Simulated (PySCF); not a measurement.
# Electronic absorption of CH6P2Si

Compound: CH6P2Si.
SMILES: `[H]/P=P\C[SiH3]`

Method used: PySCF, TDDFT PBE0/def2-SVPD, vertical, gas phase, core orbitals frozen in the response. One conformer (not necessarily the lowest) at the PBE0-D3(BJ)/def2-SVP geometry, without solvent, vibrations or thermal averaging. Torsions of this conformer, `[H]/[P:4]=[P:3]\[CH2:2][SiH3:1]`: Si1–C2–P3–P4 -81°.

```
state  E (eV)  λ (nm)  ν̃ (cm⁻¹)       f  |μ| (D)  main configurations (H = HOMO, L = LUMO)
   S1    3.57   347.0      28820  0.0012     0.30                               H-1→L (95%)
   S2    3.97   312.3      32020  0.0064     0.65                               H-2→L (95%)
   S3    4.33   286.4      34910   0.133     2.84                                 H→L (89%)
   S4    5.91   209.8      47670  0.0010     0.22                  H→L+1 (84%), H→L+2 (12%)
   S5    6.03   205.6      48630  0.0006     0.16                               H-3→L (90%)
   S6    6.11   203.0      49260  0.0049     0.46                               H-4→L (94%)
   S7    6.35   195.2      51240  0.0076     0.56                  H-5→L (67%), H→L+2 (14%)
   S8    6.41   193.4      51700   0.011     0.68                H-1→L+1 (61%), H→L+2 (24%)
   S9    6.48   191.4      52230   0.025     1.01   H→L+2 (44%), H-5→L (22%), H-1→L+1 (20%)
  S10    6.81   181.9      54970  0.0008     0.17              H-1→L+2 (71%), H-2→L+1 (20%)
```

Triplets, Tamm–Dancoff:

| state | E (eV) | λ (nm) | main configurations (H = HOMO, L = LUMO) |
| --- | --- | --- | --- |
| T1 | 2.09 | 593.8 | H→L (97%) |
| T2 | 2.72 | 455.5 | H-1→L (96%) |
| T3 | 3.20 | 387.0 | H-2→L (97%) |
| T4 | 5.45 | 227.4 | H→L+1 (86%), H→L+2 (10%) |

The lowest singlet lies at 3.57 eV (347 nm, ultraviolet) and is very weak; its leading configuration is HOMO-1→LUMO (95%). The most intense listed level is S3 at 4.33 eV (286 nm, f = 0.133), 0.76 eV above S1. Löwdin shares by element: HOMO phosphorus 79%, carbon 9%, silicon 5%; LUMO phosphorus 83%, carbon 7%, hydrogen 5% or more. Orbital energies (eV): HOMO-3 -9.73, HOMO-2 -8.00, HOMO-1 -7.66, HOMO -7.31, LUMO -2.67, LUMO+1 0.04, LUMO+2 0.26. Of the 10 states listed, 3 reach f = 0.01 and none stays under 0.0005. Weighted by f, the mean energy of these states is 4.86 eV. No computed singlet lies in the visible range (380 to 750 nm); the lowest, at 347 nm, stands 0.31 eV above its violet end (3.26 eV); a Tamm–Dancoff triplet lies at 594 nm, without intensity as long as spin–orbit coupling is left out. All these states lie below the vertical ionisation energy of 9.20 eV (ΔSCF). Singlets were solved by full linear response, triplets in the Tamm–Dancoff approximation.
